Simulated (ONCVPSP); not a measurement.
Before and after: ONCV potential for In

In (Z = 49), optimised norm-conserving Vanderbilt (ONCV), made with ONCVPSP 4.0.1 (PBE, scalar-relativistic). Core [Kr], reference 4d10 5s2 5p0.5 (charge +0.5). Waves: 5s: rc 2.10 bohr, ncon 4, nbas 8, qcut 2.5 1/bohr, 2 projectors, debl 1.3 Ha; 5p: rc 2.80 bohr, ncon 4, nbas 8, qcut 2.6 1/bohr, 2 projectors, debl 1.9 Ha; 4d: rc 1.75 bohr, ncon 4, nbas 9, qcut 7.1 1/bohr, 2 projectors, debl 2.7 Ha. Local part: polynomial inside 1.35 bohr (lpopt 5, dvloc0 4 Ha). Core correction: Teter function, fcfact 4.75, rcfact 1.7.

Change: core correction Teter function, fcfact 7.4, rcfact 1.7.

Cutoffs: the cutoffs (Ha) at which the residual kinetic energy of the hardest occupied pseudo-wave falls to 1 and 0.1 mHa per electron; they do not see the model core or the augmentation charge, which bear on the density cutoff. Errors are all-electron minus pseudo energies relative to the spin-unpolarised reference configuration.

Q: Predict the effect on cutoff, ghosts and configuration errors.

A: The potential gets neither clearly harder nor softer (24 Ha and 66 Ha → 24 Ha and 66 Ha); of the 4 tests that both files solve, the error grows in 3 and shrinks in 0 by more than 15 % and 0.3 meV (median size 25.4 → 37.8 meV); neither file shows a bound ghost. A model core, the more so a compact one, raises the density cutoff, which this test does not measure.

```tsv
quantity	base	changed
cutoff, loose	24 Ha	24 Ha
cutoff, tight	66 Ha	66 Ha
bound ghosts	none	none
GHOST(+) flags under 300 eV	s at 19.5 eV, p at 83.8 eV	s at 19.5 eV, p at 83.8 eV
error for 4d10 5s2 5p1, meV [ΔE -1.94 eV]	+0.1	-0.1
error for 4d10 5s2 5p0, meV [ΔE 3.42 eV]	-2.0	-2.7
error for 4d10 5s1 5p0, meV [ΔE 22.66 eV]	-49	-73
error for 4d9 5s2 5p2, meV [ΔE 16.37 eV]	-96	-111
s: phases at 2.14 bohr within 0.05 rad from the reference energy up to (Ha; the scan ends near 5)	4.0	4.0
p: phases at 2.85 bohr within 0.05 rad from the reference energy up to (Ha; the scan ends near 5)	2.4	2.4
d: phases at 1.77 bohr within 0.05 rad from the reference energy up to (Ha; the scan ends near 5)	to the end of the scan	to the end of the scan
rms error of d²Exc/dni dnj with the model core, mHa	1.36	2.51
```
